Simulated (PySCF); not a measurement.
Species: C6H8O2.
SMILES: `COC1=CC(=O)CC1`

Torsions of this conformer, `[CH3:1][O:2][C:3]1=[CH:4][C:5](=[O:6])[CH2:7][CH2:8]1`: C1–O2–C3–C4 0°.

The closed-shell ground state was solved at several levels (PySCF, density fitting, gas phase, non-relativistic). The structure is a single GFN2-xTB conformer in the gas phase; no vibrational or solvent corrections.

```
         level  basis functions  total energy (Eh)  HOMO (eV)  LUMO (eV)  gap (eV)  dipole (D)
   B3LYP/pcJ-1              296          -383.9016      -6.57      -0.91      5.66        4.30
 PBE0/pcSseg-1              176          -383.4059      -6.86      -0.71      6.15        4.30
PBE0/def2-SVPD              230          -383.1935      -6.94      -0.81      6.13        4.47
```

Q: Estimate the row for CAM-B3LYP/def2-SVPD, a basis of 230 functions; the other rows only guide the guess.

A: Total energy -383.4453 Eh, HOMO -8.42 eV, LUMO 0.32 eV, gap 8.74 eV, dipole 4.48 D.

Q: Over all these levels, which gives the widest orbital gap and which the narrowest?

A: CAM-B3LYP/def2-SVPD (range-separated hybrid) has the widest, 8.74 eV, and B3LYP/pcJ-1 (global hybrid, 20 % exact exchange) the narrowest, 5.66 eV. Functional and basis both differ between the two, so the spread mixes both effects.

Q: How far do the dipole and the HOMO energy spread over the levels?

A: The dipole runs from 4.30 to 4.48 D (mean 4.39 D) and the HOMO from -8.42 to -6.57 eV.
